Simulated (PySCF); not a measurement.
# Running PySCF for Cd2⁺

The script input.py:

```python
from pyscf import gto, dft

mol = gto.M(
    atom='Cd 0 0 0; Cd 0 0 2.61',
    basis='def2-svp',
    ecp={'Cd': 'def2-svp'},
    charge=1,
    spin=1,
    verbose=4,
)
mf = dft.UKS(mol, xc='m06l')
mf.kernel()
mf.dip_moment()
print('orbital energies (hartree):', [e[max(0, n-3):n+3].round(4) for e, n in zip(mf.mo_energy, mol.nelec)])
```

```bash
$ OMP_NUM_THREADS=1 python input.py
```

Output (some set-up lines and the per-cycle HOMO/LUMO lines with their warnings removed):

```
PySCF version 2.14.0

[INPUT] Symbol           X                Y                Z      unit          X                Y                Z       unit  Magmom
[INPUT]  1 Cd     0.000000000000   0.000000000000   0.000000000000 AA    0.000000000000   0.000000000000   0.000000000000 Bohr   0.0
[INPUT]  2 Cd     0.000000000000   0.000000000000   2.610000000000 AA    0.000000000000   0.000000000000   4.932185185115 Bohr   0.0

nuclear repulsion = 81.0999556965517
number of shells = 22
number of NR pGTOs = 114
number of NR cGTOs = 62
basis = def2-svp
ecp = {'Cd': 'def2-svp'}

******** <class 'pyscf.dft.uks.UKS'> ********
method = UKS
initial guess = minao
damping factor = 0
level_shift factor = 0
DIIS = <class 'pyscf.scf.diis.CDIIS'>
SCF conv_tol = 1e-09
SCF max_cycles = 50
number electrons alpha = 20  beta = 19
XC functionals = m06l

grids dens level: 3
tot grids = 44784
init E= -307.349055065853

cycle= 1 E= -334.215719166657  delta_E= -26.9  |g|= 1.59  |ddm|= 4.07

cycle= 2 E= -331.697341803487  delta_E= 2.52  |g|= 3.19  |ddm|= 5.08
cycle= 3 E= -335.439789076934  delta_E= -3.74  |g|= 0.0745  |ddm|= 2.97
cycle= 4 E= -335.442912716509  delta_E= -0.00312  |g|= 0.0254  |ddm|= 0.189
cycle= 5 E= -335.443295803864  delta_E= -0.000383  |g|= 0.00686  |ddm|= 0.0468
cycle= 6 E= -335.443316081701  delta_E= -2.03e-05  |g|= 0.00367  |ddm|= 0.0154
cycle= 7 E= -335.443320763586  delta_E= -4.68e-06  |g|= 0.000232  |ddm|= 0.00358
cycle= 8 E= -335.443320883648  delta_E= -1.2e-07  |g|= 3.12e-05  |ddm|= 0.00104
cycle= 9 E= -335.443320885251  delta_E= -1.6e-09  |g|= 8.3e-06  |ddm|= 0.000133
cycle= 10 E= -335.44332088528  delta_E= -2.91e-11  |g|= 2.55e-07  |ddm|= 1.31e-05
Extra cycle  E= -335.443320885281  delta_E= -3.41e-13  |g|= 1.33e-07  |ddm|= 6.1e-07
converged SCF energy = -335.443320885281  <S^2> = 0.75359061  2S+1 = 2.0035874

WARN: System has nonzero charge 1; the dipole moment is origin-dependent.
Location of origin: [0. 0. 0.]

Dipole moment(X, Y, Z, Debye): -0.00000, -0.00000,  6.26818
orbital energies (hartree): [array([-0.665 , -0.4753, -0.3706, -0.2404, -0.2404, -0.2287]), array([-0.6671, -0.6603, -0.4664, -0.3425, -0.2314, -0.2314])]
```

In short: E(SCF) = -335.443321 Eh, 10 cycles, ⟨S²⟩ = 0.754.

It ran on Arm Neoverse V1 (1 thread, shared host) in 13 s.

The bond length is a typed value, not an optimised one. The dipole of an ion depends on the origin. No search for the lowest solution was made.
